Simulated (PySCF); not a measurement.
**Löwdin shares of the frontier orbitals**

Species: C2H8GeO3S.
SMILES with atom numbers: `[CH3:1][S:2](=[O:3])(=[O:4])[CH2:5][O:6][GeH3:7]` (hydrogens: H8, H9, H10 on C1; H11, H12 on C5; H13, H14, H15 on Ge7)

Structure used (PBE0-D3(BJ)/def2-SVP), in Å, numbered top down from 1:
```xyz
15
C2H8GeO3S angstrom
C     -1.867    0.974   -0.082
S     -1.114   -0.571    0.388
O     -2.119   -1.628    0.340
O     -0.341   -0.322    1.612
C      0.129   -0.881   -0.903
O      1.084    0.094   -0.920
Ge     2.299    0.295    0.419
H     -1.073    1.708   -0.269
H     -2.493    0.813   -0.969
H     -2.480    1.273    0.778
H     -0.408   -0.934   -1.865
H      0.485   -1.898   -0.637
H      2.488   -1.071    1.091
H      1.841    1.406    1.367
H      3.553    0.726   -0.361
```

Method: TDDFT wB97X-D/def2-SVPD, vertical, gas phase, core orbitals frozen in the response (PySCF 2.14.0, density-fitted response routines). The wB97X-D/def2-SVPD calculation is non-relativistic and has no spin–orbit coupling, an omission that weighs most on germanium.

Kohn–Sham orbitals with the atoms that hold most of them (Löwdin shares over 4%, at most four atoms; ? is withheld):

```tsv
orbital	ε (eV)	atoms
HOMO-3	-11.31	O3 46%, O4 17%, S2 9%, Ge7 8%
HOMO-2	-10.94	O6 32%, O4 15%, Ge7 11%, O3 9%
HOMO-1	-10.75	?
HOMO	-9.74	?
LUMO	?	Ge7 37%, O6 13%, H13 10%, H14 10%
LUMO+1	1.65	Ge7 44%, H14 9%, H15 9%, H13 8%
LUMO+2	2.15	S2 35%, Ge7 12%, H9 10%, H11 8%
```

Q: Give the leading atoms of the HOMO-1.

A: O4 (bonded to S) 43%; O3 (bonded to S) 38%; S2 (bonded to 2 C and 2 O) 6%. By element: oxygen 81% or more, sulfur 6%.

Q: Which atoms hold the HOMO, and with what shares?

A: O6 (bonded to C and Ge) 25%; O3 (bonded to S) 18%; O4 (bonded to S) 15%; C5 (bonded to O, S and 2 H) 12%. By element: oxygen 58%, carbon 12% or more.

Q: What is the LUMO energy, and the HOMO–LUMO gap?

A: ε(LUMO) = 1.48 eV; the gap is 11.22 eV (0.4123 hartree).

Q: How does S1 compare with the orbital gap of 11.22 eV?

A: S1 is at 6.91 eV (f = 0.0020), 4.31 eV below the gap, made of HOMO→LUMO (81%). Without the coupling terms of the response equations the lowest excitation would equal the gap.

Next come S2 at 7.53 eV (f 0.020), HOMO→LUMO+1 (39%), HOMO→LUMO+2 (23%), HOMO→LUMO+5 (16%); S3 at 7.75 eV (f 0.045), HOMO→LUMO+1 (42%), HOMO→LUMO+5 (19%), HOMO→LUMO+2 (9%); S4 at 7.87 eV (f 0.033), HOMO-2→LUMO (62%), HOMO-4→LUMO (10%); S5 at 8.16 eV (f 0.0056), HOMO-1→LUMO (22%), HOMO→LUMO+2 (21%), HOMO→LUMO+5 (8%).

One conformer stands for the species.
